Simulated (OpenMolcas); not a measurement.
# Re4+: CASPT2 settings compared

```
Program             : OpenMolcas
Basis               : ANO-R1 [7s5p4d2f]
Scalar Hamiltonian  : X2C, finite nucleus
Active space        : 3 electrons in 5 orbitals (5d)
State averaging     : 2S+1 = 4 even, 10 roots; 2S+1 = 2 even, 40 roots kept (CI in the orbitals of an earlier block)
Spin-orbit coupling : RASSI with atomic mean-field integrals over the reference wave functions, term energies averaged over their components
```

Methods on the same reference wave functions:
A. CASSCF
B. SS-CASPT2, IPEA 0.1 Eh, sigma2 regulariser 0.5 Eh (closed shells correlated: none)
C. MS-CASPT2, IPEA 0.1 Eh, sigma2 regulariser 0.5 Eh (closed shells correlated: none)
D. XMS-CASPT2, IPEA 0.75 Eh, sigma1 regulariser 0.3 Eh (closed shells correlated: 4f 5s 5p)
E. XMS-CASPT2, IPEA 0 Eh, real shift 0.15 Eh (closed shells correlated: none)

Energies in cm-1 above 5d3 4F 3/2, the measured ground level; measured values from the list in Brasseur, Gamrath and Quinet, At. Data Nucl. Data Tables 157, 101636 (2024).

```csv
Level,A,B,C,D,E,Measured
5d3 4F 3/2,0.0,0.0,0.0,0.0,0.0,0.0
5d3 4F 5/2,5028,5220,5280,5270,5300,4853
5d3 4F 7/2,9566,9770,9830,9810,9850,8973
5d3 4F 9/2 [68 %],13050,13120,13220,13190,13220,11914
5d3 4P 1/2 [67 %],17362,16670,16280,16230,16110,14325
5d3 2G 7/2,21877,21480,21550,21460,21510,19013
5d3 2H 9/2 [55 %],22551,22310,22640,22620,22660,19967
5d3 4P 5/2,23892,23040,23040,22930,23070,20922
5d3 2P 1/2 [67 %],28800,28120,26950,27010,26520,23669
5d3 2H 11/2,30627,30240,30760,30770,30810,27077
5d3 2D 5/2(1),33689,31790,32100,31980,32040,28739
5d3 2G 9/2 [54 %],34158,33790,34030,33990,34030,
5d3 2P 3/2 [56 %],38750,37670,36610,36710,36230,32766
5d3 2F 5/2,40878,38880,38990,38810,38940,34162
5d3 2F 7/2,41142,39440,39500,39360,39450,34625
5d3 2D 3/2(2),61393,57200,57520,57170,57580,
5d3 2D 5/2(2),61544,57690,57550,57360,57600,52467
```

Deviations, from unrounded energies. A percentage is the sum of absolute deviations over the sum of measured energies, with the sign that they share, or ± where signs differ.

```csv
Against measurement,Levels,A,B,C,D,E
mean absolute deviation (cm-1),14,3900,3000,2900,2900,2800
fine structure of the ground term (%),3,+7.4,+9.2,+10.1,+9.8,+10.2
other terms of the ground configuration (%),11,+17.3,+12.9,+12.4,+12.2,+12.1
```

C, D, E lie about equally close to measurement and A furthest from it. The largest miss of E in the table is 5d3 2D 5/2(2), by +5100 cm-1. The ranking rests on the paired levels alone, and a cruder setting can come out closer through cancelling errors.

Among B to E the level of the table that moves most is 5d3 2P 1/2 [67 %], by 1600 cm-1 (lowest in E, highest in B). Moves below CASPT2's spread within the term are not significant.

The mean deviations of B to E differ by less than CASPT2's widest spread within a term (1600 cm-1), so their order carries little weight.

From A to B the spin-free energies of the other terms of 5d3 shown, above 4F, scale by factors of 0.88 to 0.96, as is usual when dynamic correlation screens the repulsion within a d or f shell.

The lowest spin-free term lies below A's lowest term by 0.011 hartree in B, 0.011 hartree in C, 0.199 hartree in D, 0.011 hartree in E.

CASPT2 does not keep the components of a term degenerate, so their means are used; among the terms shown or strongly mixed into the levels shown the widest spread is 1600 cm-1 (5d3 2F, D). Terms from blocks run as CI alone lack orbitals of their own. The basis is small and was not contracted for so high a charge. The CASPT2 spread within a term exceeds the gap to the next term for 5d3 2P and 5d3 2H, 5d3 2H and 5d3 2D(1), so the order of their levels is uncertain (figures for B; the like holds for D). Without dynamic correlation excited terms often stand tens of per cent too high (terms of higher spin than the ground term too low), and those without a measured partner can miss by more than the paired ones (holds for A). Some terms miss by over 15 % even with CASPT2, which points to a basis or an active space too small for the shells correlated (holds for B). Measured partners are found by configuration, term and J. A level has none where our copy of the source lacks it or the pairing is in doubt (some pairs that miss far off the trend of their configuration count as doubtful), and it then counts in no deviation. Levels of configurations outside the active space are missing. The table leaves out levels that lie high or whose names do not pair safely across all columns.

A share in square brackets marks a mixed level and gives the weight of the term that names it, the lowest over the columns. A number in round brackets counts repeated terms of one configuration in the order of the reference energies.
